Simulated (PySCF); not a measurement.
# A small calculation by hand: chemical shift, span and skew from a shielding tensor

sulfur difluoride (F₂S), SMILES FSF. Atoms are numbered in the order given.

```xyz
3

F      0.0000    -1.2150    -0.4910
S      0.0000     0.0000     0.5524
F      0.0000     1.2150    -0.4910
```
Charge 0, spin multiplicity 1.

Coordinates come from a r2SCAN-D4/def2-TZVP optimisation.

GIAO shieldings from HF/pcSseg-2 (PySCF), non-relativistic, no solvent. The symmetric part of the tensor of F1 has the principal values 76.4, 212.6, 933.5 ppm. The same nucleus in CFCl3 has σ = 237.3 ppm at this level (PySCF, at its B3LYP-D3(BJ)/def2-TZVP geometry).

Work out the isotropic shielding, the ¹⁹F shift against CFCl3, the span and the skew.


σ(iso) = (σ11 + σ22 + σ33)/3 = 407.5 ppm. δ = σ(ref) − σ(iso) = 237.3 − (407.5) = -170.2 ppm.
Span Ω = σ33 − σ11 = 857.1 ppm. Skew κ = 3(σ(iso) − σ22)/Ω = 0.68. Tumbling in solution averages the tensor to δ; in a static solid the shielding alone would spread this spin-1/2 line over Ω.
